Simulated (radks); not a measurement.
The numbers below are computed, except where a source is named.
Spherical quantum dot in the effective-mass picture: electrons in a hard-walled sphere of radius 5.4, with a point charge +1 (a donor) at the centre, all in effective atomic units (hartree* = m*/eps^2 hartree, bohr* = eps/m* bohr), one dielectric constant everywhere. Level of theory: non-relativistic Kohn-Sham, LDA (Slater exchange, Perdew-Wang correlation), spin-polarised, spherical densities (a radial shooting solver with Libxc functionals). Levels are named by radial order and angular momentum (1s, 1p, 1d, 2s, ...), and open shells are averaged over m. Results are scaled to m* = 0.05 and eps = 7.2, for which hartree* = 26.25 meV and bohr* = 7.62 nm. Each electron was tried in the lowest free levels, single moves between levels near the top were tried too, and the lowest total energy was kept; such a search can miss a lower state. At N = 1 the Hartree and exchange-correlation terms need not cancel, so that row can carry a self-interaction error.

N	open shells	2S	E (meV)	mu = E(N) - E(N-1) (meV)	addition energy mu(N+1) - mu(N) (meV)	e(HOMO) (meV)	rms radius (nm)
1	1s(up 1, down 0)	1	-12.4835	-12.483	12.97	-6.8122	13.22
2	none	0	-12.0017	0.48177	14.45	4.5155	16.70
3	1p(up 1, down 0)	1	2.92801	14.930	5.914	17.828	20.70
4	1p(up 2, down 0)	2	23.7717	20.844	6.101	23.883	22.66
5	1p(up 3, down 0)	3	50.7168	26.945	7.640	30.011	23.93
6	1p(up 3, down 1)	2	85.3017	34.585	5.798	37.455	24.87
7	1p(up 3, down 2)	1	125.684	40.382	5.909	43.327	25.59
8	none	0	171.976	46.291	10.27	49.261	26.17
9	2s(up 1, down 0)	1	228.538	56.562	6.420	60.291	26.45
10	1d(up 1, down 0) 2s(up 1, down 0)	2	291.520	62.982	5.570	66.402	26.94
11	1d(up 3, down 0)	3	360.073	68.553	5.695	71.354	27.66
12	1d(up 4, down 0)	4	434.320	74.248	5.790	77.142	28.01
13	1d(up 5, down 0)	5	514.358	80.038	6.818	82.933	28.32
14	1d(up 5, down 0) 2s(up 1, down 0)	6	601.213	86.856	6.480	90.904	28.32
15	1d(up 5, down 2)	3	694.549	93.335	5.265	95.758	28.85
16	1d(up 5, down 3)	2	793.149	98.600	5.692	101.44	29.07
17	1d(up 5, down 4)	1	897.441	104.29	5.700	107.14	29.28
18	none	0	1007.43	109.99	7.220	112.84	29.46
19	2s(up 1, down 0)	1	1124.65	117.21	9.884	121.59	29.39
20	2s(up 1, down 0) 1f(up 1, down 0)	2	1251.74	127.10	5.621	129.91	29.58
21	2s(up 1, down 0) 1f(up 2, down 0)	3	1384.46	132.72	5.624	135.53	29.75
22	2s(up 1, down 0) 1f(up 3, down 0)	4	1522.80	138.34	5.626	141.15	29.91
23	2s(up 1, down 0) 1f(up 4, down 0)	5	1666.77	143.97	5.627	146.78	30.05
24	2s(up 1, down 0) 1f(up 5, down 0)	6	1816.36	149.60	5.627	152.41	30.19
25	2s(up 1, down 0) 1f(up 6, down 0)	7	1971.59	155.22	5.626	158.03	30.32
26	2s(up 1, down 0) 1f(up 7, down 0)	8	2132.43	160.85	7.007	163.66	30.45
27	2s(up 1, down 0) 1f(up 7, down 1)	7	2300.29	167.86	-	170.63	30.56

All shells are closed at N = 2, 8, 18 (there: 1s2 1p6 1d10); the second difference of the energy has clear peaks (12 % above both neighbours; the first and last values, which can be the largest, are not judged, and half-filled shells can peak too) at N = 5, 8, 19.
